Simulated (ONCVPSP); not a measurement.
**lanthanum (La), ONCV: configuration errors across variants**

| Item | Value |
| --- | --- |
| Element | lanthanum (La) |
| Generator | ONCVPSP 4.0.1 |
| Type | optimised norm-conserving Vanderbilt (ONCV) |
| Functional | Wu-Cohen |
| Relativity | scalar-relativistic |
| Frozen core | [Kr] 4d10 |
| Valence charge | 11 |
| Reference configuration | 5s2 5p6 5d1 6s1.5 (charge +0.5) |
| Partial waves | 5s+6s: rc 2.75 bohr, ncon 4, nbas 8, qcut 5.1 1/bohr, 3 projectors, debl 4 Ha; 5p: rc 1.70 bohr, ncon 4, nbas 7, qcut 5.7 1/bohr, 3 projectors, debl 2.6 Ha; 5d: rc 2.70 bohr, ncon 4, nbas 8, qcut 3.1 1/bohr, 2 projectors, debl 1.8 Ha; f scattering state at 0.26 Ha: rc 2.20 bohr, ncon 4, nbas 8, qcut 5.8 1/bohr, 2 projectors, debl 2.6 Ha |
| Local potential | polynomial inside 1.40 bohr (lpopt 4, dvloc0 0 Ha) |
| Core correction | Teter function, fcfact 2.5, rcfact 1.05 |

In the f channel the program set the typed energies aside and used -0.264, 2.336 Ha.

All-electron excitation energies from the reference (eV): (1) 5s2 5p6 5d1 6s2 -2.418; (2) 5s2 5p6 5d1 6s1 3.579; (3) 5s2 5p6 5d1 6s0 14.367; (4) 4f1 5s2 5p6 5d0 6s1 3.797.

2 further variants failed, have other tests or too few solved ones, and are left out.

A true bound ghost makes a file unfit for plane-wave use even where its test errors are small: the radial tests pick states by their node count and pass the ghost by.

Errors AE − PS in meV (a dash: test not solved or not reliable):

| change | (1) | (2) | (3) | (4) | bound ghosts | GHOST(+) flags above zero |
| --- | --- | --- | --- | --- | --- | --- |
| base | +0.3 | -0.8 | -5.9 | +841 | p | s |
| f: qcut 5.5 | +0.3 | -0.8 | -5.9 | +887 | p | s |
| f: qcut 6.8 | +0.3 | -0.8 | -5.9 | +707 | p | s |
| f: qcut 8.7 | +0.3 | -0.8 | -5.9 | +533 | p | s |

**Question.** Give the same row for: f: qcut 7.6.

**Answer.** +0.3, -0.8, -5.9, +626; bound ghosts: p; GHOST(+) flags above zero: s.
